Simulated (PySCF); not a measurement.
FGaH2O2.

```xyz
6

Ga    -0.0019    -0.0126     0.0000
F     -1.6555     0.5597     0.0000
O      0.2677    -1.7629     0.0000
H      1.2061    -1.9958     0.0000
O      1.3243     1.1707     0.0000
H      1.0150     2.0868     0.0000
```
Charge 0, spin multiplicity 1.

Coordinates come from a B3LYP-D3(BJ)/def2-SVP optimisation. Other conformers were not sampled.

Method: PBE0/pcSseg-1 in PySCF. Non-relativistic, no solvent.

Q: Give the absolute GIAO shielding of each atom: isotropic value and principal components (ppm). (Estimate from the structure and the level; the computed values follow.)

A: 
| atom | σ(iso) | σ11 | σ22 | σ33 | span |
|---|---|---|---|---|---|
| Ga1 | 1533.4 | 1269.2 | 1561.2 | 1769.9 | 500.7 |
| F2 | 361.0 | 277.8 | 367.6 | 437.7 | 159.8 |
| O3 | 305.7 | 262.5 | 317.3 | 337.3 | 74.8 |
| H4 | 29.4 | 20.5 | 24.3 | 43.3 | 22.8 |
| O5 | 298.2 | 252.7 | 305.6 | 336.4 | 83.7 |
| H6 | 29.4 | 20.8 | 23.7 | 43.6 | 22.8 |
